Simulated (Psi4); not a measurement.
Level of theory: SAPT0/jun-cc-pVDZ, frozen core in Psi4.

Psi4 input:

```
molecule {
0 1
C -0.06595709 -0.00378093 0.00949114
F 1.30688560 0.07483960 -0.18826713
H -0.26031235 -0.15144752 1.07261302
H -0.52417517 0.92603588 -0.33007357
H -0.45644099 -0.84564703 -0.56376345
--
0 1
F 1.40284777 1.18415448 -2.60134424
B 2.06938220 0.06742166 -2.40163861
F 1.47273965 -1.09298542 -2.56825902
F 3.33138123 0.11055459 -2.03216937
units angstrom
symmetry c1
no_reorient
no_com
}
set basis jun-cc-pvdz
set scf_type df
set freeze_core true
energy('sapt0')
```

Part of the output:

```
    SAPT Results
  --------------------------------------------------------------------------------------------------------
    Electrostatics                -14.45175886 [mEh]      -9.06861560 [kcal/mol]     -37.94308766 [kJ/mol]
      Elst10,r                    -14.45175886 [mEh]      -9.06861560 [kcal/mol]     -37.94308766 [kJ/mol]

    Exchange                       14.86281934 [mEh]       9.32655994 [kcal/mol]      39.02232681 [kJ/mol]
      Exch10                       14.86281934 [mEh]       9.32655994 [kcal/mol]      39.02232681 [kJ/mol]
      Exch10(S^2)                  14.78662772 [mEh]       9.27874898 [kcal/mol]      38.82228572 [kJ/mol]

    Induction                      -3.58396258 [mEh]      -2.24897047 [kcal/mol]      -9.40969245 [kJ/mol]
      Ind20,r                      -7.94892132 [mEh]      -4.98802344 [kcal/mol]     -20.86989006 [kJ/mol]
      Exch-Ind20,r                  5.43444947 [mEh]       3.41016852 [kcal/mol]      14.26814511 [kJ/mol]
      delta HF,r (2)               -1.06949072 [mEh]      -0.67111556 [kcal/mol]      -2.80794750 [kJ/mol]

    Dispersion                     -3.46750118 [mEh]      -2.17588984 [kcal/mol]      -9.10392309 [kJ/mol]
      Disp20                       -4.18089643 [mEh]      -2.62355212 [kcal/mol]     -10.97694207 [kJ/mol]
      Exch-Disp20                   0.71339525 [mEh]       0.44766228 [kcal/mol]       1.87301898 [kJ/mol]
      Disp20 (SS)                  -2.09044822 [mEh]      -1.31177606 [kcal/mol]      -5.48847103 [kJ/mol]
      Disp20 (OS)                  -2.09044822 [mEh]      -1.31177606 [kcal/mol]      -5.48847103 [kJ/mol]
      Exch-Disp20 (SS)              0.41044425 [mEh]       0.25755765 [kcal/mol]       1.07762122 [kJ/mol]
      Exch-Disp20 (OS)              0.30295101 [mEh]       0.19010463 [kcal/mol]       0.79539776 [kJ/mol]

  Total HF                         -3.17290210 [mEh]      -1.99102613 [kcal/mol]      -8.33045331 [kJ/mol]
  Total SAPT0                      -6.64040327 [mEh]      -4.16691596 [kcal/mol]     -17.43437639 [kJ/mol]
```
